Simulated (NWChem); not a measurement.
System: tetrasilane (Si4H10); SMILES [SiH3][SiH2][SiH2][SiH3]

```xyz
14

Si    -2.2828    -0.2181    -0.9164
Si    -1.0747     0.4764     0.9755
Si     1.0747    -0.4764     0.9755
Si     2.2828     0.2181    -0.9164
H     -3.6607     0.3635    -0.9131
H     -1.5773     0.2233    -2.1596
H     -2.3886    -1.7100    -0.9324
H     -1.8148     0.0795     2.2156
H     -0.9488     1.9690     0.9626
H      0.9488    -1.9690     0.9626
H      1.8148    -0.0795     2.2156
H      2.3886     1.7100    -0.9324
H      3.6607    -0.3635    -0.9131
H      1.5773    -0.2233    -2.1596
```
Atoms are numbered in this order, from 1.

Computed with NWChem. Geometry: optimised at PBE0/def2-SVP. Vertical excitations in the gas phase.

### Question
What does the run give for BHandHLYP/def2-SVP, full TDDFT? Quantities: lowest excitation, singlet (eV); lowest triplet (eV); orbital gap (eV).

### Answer
```yaml
lowest excitation, singlet (eV): 7.01
lowest triplet (eV): 6.09
orbital gap (eV): 9.69
```
